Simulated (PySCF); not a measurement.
1-hydroxysilylpropan-2-one (C3H8O2Si), SMILES CC(=O)C[SiH2]O.

Coordinates come from a PBE0-D3(BJ)/def2-SVP optimisation. Other conformers were not sampled.

All values below come from PySCF with SMD-B3LYP/6-31G*.

Solvation free energies are E(SMD) − E(gas) at the gas-phase geometry, for 1 M in both phases. In vacuum the dipole moment is 3.79 D.

**Question.** Rank water, 2-propanol, dimethylsulfoxide by solvation free energy, most negative first.

**Answer.** 2-propanol (-7.2 kcal/mol), dimethylsulfoxide (-6.2 kcal/mol), water (-5.2 kcal/mol)
